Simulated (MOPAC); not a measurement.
MOPAC input (PM7):

```
PM7 PRECISE GNORM=0.05 LET XYZ UHF MS=0.5 GEO-OK AUX(PRECISION=9) THREADS=1
HSi

Si   -0.00000000 1   -0.00000000 1   -0.10196874 1
H     0.00000000 1    0.00000000 1    1.42756239 1
```

From the last part of the output:

```
                                                       MOPAC v23.2.5 Linux

          FINAL HEAT OF FORMATION =         92.76082 KCAL/MOL =     388.11129 KJ/MOL

          COSMO AREA              =         77.33 SQUARE ANGSTROMS
          COSMO VOLUME            =         63.40 CUBIC ANGSTROMS

          GRADIENT NORM           =          0.00169          =       0.00119 PER ATOM
          IONIZATION POTENTIAL    =          7.843036 EV
          ALPHA SOMO LUMO (EV)    =         -7.843  0.646
          BETA  SOMO LUMO (EV)    =         -9.016  0.692
          NO. OF ALPHA ELECTRONS  =          3
          NO. OF BETA  ELECTRONS  =          2
          MOLECULAR WEIGHT        =         29.0934         POINT GROUP:  C*v

          MOLECULAR DIMENSIONS (Angstroms)

            Atom       Atom       Distance
            H     2   Si     1     1.42725
            H     2   Si     1     0.00000
           Si     1    H     2     0.00000

          SCF CALCULATIONS        =          7

   ATOM   CHEMICAL          X               Y               Z
  NUMBER   SYMBOL      (ANGSTROMS)     (ANGSTROMS)     (ANGSTROMS)

     1      Si          0.00000000  *   0.00000000  *  -0.05082902  *
     2       H         -0.00000000  *   0.00000000  *   1.37642267  *

                             CARTESIAN COORDINATES

   1   Si        0.000000000     0.000000000    -0.050829017
   2    H       -0.000000000     0.000000000     1.376422667

           Empirical Formula: H Si  =     2 atoms

      MOLECULAR POINT GROUP   :   C*v

          ALPHA EIGENVALUES
 -16.04984  -9.25278  -7.84304   0.64582   4.18081  24.52864  24.52882  24.96971
  25.00488  25.68931

           BETA EIGENVALUES
 -15.61855  -9.01607   0.69173   0.72508   4.43075  24.82849  24.84845  25.01640
  25.29957  25.81322

              NET ATOMIC CHARGES AND DIPOLE CONTRIBUTIONS

  ATOM NO.   TYPE          CHARGE      No. of ELECS.   s-Pop       p-Pop       d-Pop
    1         Si           0.106164        3.8938     1.61257     2.26395     0.01732
    2          H          -0.106164        1.1062     1.10616
 DIPOLE           X         Y         Z       TOTAL
 POINT-CHG.     0.000    -0.000    -0.728     0.728
 HYBRID         0.000     0.000     2.772     2.772
 SUM            0.000     0.000     2.044     2.044

          ATOMIC ORBITAL ELECTRON POPULATIONS

     Atom    s        px        py        pz      x^2-y^2     xz        z^2       yz        xy
    1 Si   1.61257   1.00000   0.00000   1.26395   0.00011   0.00000   0.01720   0.00000   0.00000
    2  H   1.10616

                    (SZ)    =    0.500000
                    (S**2)  =    0.752479

          ATOMIC ORBITAL SPIN POPULATIONS

    Atom   Total    s     px     py     pz   x^2-y^2  xz     z^2    yz     xy
         Atomic
    1 Si  1.0099  0.036  1.000  0.000 -0.026 -0.000  0.000 -0.000  0.000 -0.000
    2  H -0.0099 -0.010

 **********************
 *                    *
 * JOB ENDED NORMALLY *
 *                    *
 **********************

 == MOPAC DONE ==
```
